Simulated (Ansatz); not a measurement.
System: InHClF, charge 0, singlet. InHClF (SMILES [F][InH][Cl]).
B3LYP-D3(BJ)/def2-TZVP minimum from Ansatz (a quantum-chemistry and plane-wave program):
```
In
F 1 1.9536
H 1 1.6936 2 121.61
Cl 1 2.3258 3 129.01 2 -180.00
```

Atomisation energy term by term, kcal/mol (programs: Ansatz). Open shells are spin-unrestricted; no spin-orbit coupling. Correlated methods leave the cores frozen (noble-gas shells, and filled d and f shells in the p block). Past Kr the def2 sets carry scalar-relativistic core potentials. CBS(X,Y): correlation extrapolated as X^-3, Hartree-Fock from the larger set. A bracket is a step between two methods taken in the basis named. For partners of very few electrons the exact lower level stands in for a higher one. Spin-orbit terms, left out, reach several kcal/mol for Br and I, and more for heavier atoms.

```json
[
 {"term": "Hartree-Fock", "basis": "def2-QZVPP", "kcal/mol": "169.53"},
 {"term": "CCSD correlation", "basis": "CBS(def2-TZVPP,def2-QZVPP)", "kcal/mol": "72.15"},
 {"term": "(T)", "basis": "CBS(def2-TZVPP,def2-QZVPP)", "kcal/mol": "6.28"},
 {"term": "CCSDT(Q) - CCSD(T)", "basis": "def2-TZVPP", "kcal/mol": "0.11"},
 {"term": "sum: De", "basis": "", "kcal/mol": "248.1"}
]
```

The step beyond CCSD(T) by other levels: CCSDT(Q) in def2-SVP 0.58 kcal/mol.
